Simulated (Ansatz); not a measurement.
Reactions of `Cl[SiH](Br)Br`.

Program: Ansatz. Geometries: PBE0-D4/def2-TZVP. ΔE: electronic, gas phase. CCSD(T)/CBS is the MP2 limit (def2-TZVPP, def2-QZVPP) plus CCSD(T) − MP2 in def2-TZVPP, frozen cores. This one scheme is used for every species, atoms too. For atomizations the MP2-based limit and the directly extrapolated one differ by several kJ/mol either way, and by 10 to 25 for some Ge, Se and Sn compounds, so smaller differences from it don't rank the levels. Functionals use def2-TZVPP. No spin–orbit coupling; open shells (•) take unrestricted orbitals. Spin–orbit coupling would lower the free atoms: a little for Cl, Si; clearly for Br. Bonds to Br are less sure, by a few kJ/mol each and by 10 to 20 or more in all where they break to atoms, as the def2 sets lack core-valence functions. Scalar relativity is left out up to krypton. One conformer a species, not always the lowest.

```csv
reaction,CCSD(T)/CBS(def2) (eV)
`Cl[SiH](Br)Br` → 2 Br• + Cl• + H• + Si•,15.05
`Cl[SiH](Br)Br` + ethylene → `C=C[SiH](Cl)Br` + HBr,0.82
`Cl[SiH](Br)Br` → `Cl[Si]Br` + HBr,?
`Cl[SiH](Br)Br` + CH₄ → `C[SiH](Cl)Br` + HBr,?
`Cl[SiH](Br)Br` + H₂ → `Br[SiH2]Br` + HCl,0.78
`Cl[SiH](Br)Br` + H₂O → `O[SiH](Cl)Br` + HBr,-0.15
```

(1) Fill in the missing values. (Best estimate.)

Largest T1 diagnostic: 0.012, for Si•.

## Answers

(1) Computed: `Cl[SiH](Br)Br` → `Cl[Si]Br` + HBr: +2.44 eV; `Cl[SiH](Br)Br` + CH₄ → `C[SiH](Cl)Br` + HBr: +0.87 eV.
